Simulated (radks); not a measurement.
The numbers below are computed, except where a source is named.
Problem. The mean radii <r> (bohr) of the occupied orbitals of an atom or ion are listed with their occupations. Code: a radial shooting solver on a logarithmic mesh with Libxc functionals. Model: non-relativistic Kohn-Sham, PBE, spin-unpolarised, spherical densities, point nucleus.

orbital  occ.      <r>
1s          2  0.06157
2s          2   0.2824
2p          6   0.2482
3s          2   0.8519
3p          6   0.8918
3d          4    1.041

Name the element and its charge.

Solution. Z = 25, manganese, charge +3: Mn3+ in [Ar] 3d4. The 1s radius gives Z: for a bare nucleus <r> = 1.5/Z, 0.06 bohr for Z = 25, and screening makes it slightly larger (0.06157 here). The occupations add up to 22, and the charge is Z minus that.
